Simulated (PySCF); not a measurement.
CH₅O, SMILES C[OH2+], charge +1. Geometry optimised at B3LYP-D3(BJ)/def2-TZVP. The isomer is the one that the SMILES or the coordinates give; other isomers of the formula were not compared.

TDDFT-M06-2X/def2-TZVPD run with PySCF puts the lowest singlet excitations at 9.31, 10.32, 11.20, 11.65, 12.16, 12.28 eV.

### Question
What are the lowest excitation roots from ADC(2)/aug-cc-pVDZ run with PySCF? (Estimate from the structure and the level; the computed values follow.)

### Answer
9.51, 11.06, 11.57, 11.95, 12.34, 12.99 eV. S1 differs by 0.21 eV (second minus first; roots are paired by order, and the bases may differ).
